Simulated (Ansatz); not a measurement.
Basis-set extrapolation for `CN(C)[SiH](N)F` (PBE0-D4/def2-TZVP geometry, frozen core, the Gaussian-basis code of Ansatz). Multiplicity 1, RHF reference.

```csv
,def2-TZVPP,def2-QZVPP
HF,-578.510514,-578.534441
MP2 correlation,-1.148672,-1.235324
CCSD(T) correlation,-1.237733,not run
```

Energies in hartree. Use E(X) = E(∞) + A·exp(−7.88·√X) for Hartree–Fock and E(X) = E(∞) + B·X^(−2.97) for correlation, with X = 3 and 4, and add CCSD(T) minus MP2 of the smaller set to the MP2 limit.

**Question.** What is the CCSD(T) energy at the basis-set limit?

**Answer.** HF limit: -578.534441 + (-0.023927) × 0.13774 = -578.53774. MP2 limit: -1.235324 + (-0.086652) × 0.74074 = -1.29951. Higher-order term: -1.237733 − (-1.148672) = -0.08906. Total: -579.92631 hartree, 4.85 eV below CCSD(T)/def2-TZVPP.
